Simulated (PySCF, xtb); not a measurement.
Be(OMe)(OSiH3) (CH6BeO2Si), SMILES C[O][Be][O][SiH3].

xtb with GFN2-xTB at its own geometry gives an orbital gap of 6.24 eV and a dipole moment of 1.77 D.

Coordinates come from a r2SCAN-D4/def2-SVP optimisation. Other conformers were not sampled.

Question: What does PySCF with r2SCAN/def2-TZVP give? (An estimate is asked for; the answer gives what the named calculation found.)

Answer: gap 6.42 eV (levels -6.94 and -0.52 eV), dipole 1.50 D.
